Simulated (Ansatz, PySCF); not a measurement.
Breaking a bond: SMILES [Li][CH3] (CH3Li). The C1–Li5 bond (C1 also carries H, H, H; Li5 carries nothing else) is stretched with both fragments frozen at the PBE0/def2-TZVP optimised geometry.

- UKS-B3LYP/6-31G* = unrestricted B3LYP/6-31G*, spherical d run with PySCF
- UCCSD(T) = CCSD(T) on UHF/cc-pVTZ, frozen core (Ansatz, an electronic-structure program)

Energies relative to the lowest point of each curve near equilibrium, in eV:

```json
[
 {"R / Å": "1.46", "UKS-B3LYP/6-31G*": "2.009"},
 {"R / Å": "1.67", "UKS-B3LYP/6-31G*": "0.514"},
 {"R / Å": "1.85", "UKS-B3LYP/6-31G*": "0.067"},
 {"R / Å": "2.08", "UKS-B3LYP/6-31G*": "0.034"},
 {"R / Å": "2.29", "UKS-B3LYP/6-31G*": "0.249"},
 {"R / Å": "2.42", "UKS-B3LYP/6-31G*": "0.432"},
 {"R / Å": "2.65", "UKS-B3LYP/6-31G*": "0.789"},
 {"R / Å": "2.94", "UKS-B3LYP/6-31G*": "1.235"},
 {"R / Å": "3.29", "UKS-B3LYP/6-31G*": "1.660"},
 {"R / Å": "4.39", "UKS-B3LYP/6-31G*": "2.245"},
 {"R / Å": "4.77", "UKS-B3LYP/6-31G*": "2.316"},
 {"R / Å": "6.90", "UKS-B3LYP/6-31G*": "2.409"}
]
```

Estimate the UCCSD(T) values at these points.

1.46: 1.985; 1.67: 0.517; 1.85: 0.071; 2.08: 0.027; 2.29: 0.227; 2.42: 0.403; 2.65: 0.776; 2.94: 1.244; 3.29: 1.726; 4.39: 2.412; 4.77: 2.450; 6.90: 2.484 (eV).

The unrestricted determinant behind UKS-B3LYP/6-31G* is spin-contaminated at 3.29 to 6.90 Å (<S²> up to 1.0, against 0.00 for a pure singlet). The unrestricted determinant behind UCCSD(T) is spin-contaminated at 2.65 to 6.90 Å (<S²> up to 1.0, against 0.00 for a pure singlet).
